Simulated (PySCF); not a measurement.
B(Me)(NCO)2 (C3H3BN2O2), SMILES CB(N=C=O)N=C=O.

Geometry: PBE0-D3(BJ)/def2-SVP. The values are those of a single conformer.

Computed with ωB97X/def2-TZVP run with PySCF.

Gas-phase values at a fixed geometry.

* **total energy**: -401.08234 hartree
* **highest occupied level**: -11.10 eV
* **lowest empty level**: 0.50 eV
* **orbital gap**: 11.60 eV
* **dipole moment**: 0.440 e·Å
* **quadrupole, principal values (traceless, Buckingham form, about the centre of nuclear charge)**: -14.66, 5.70, 8.95 D·Å
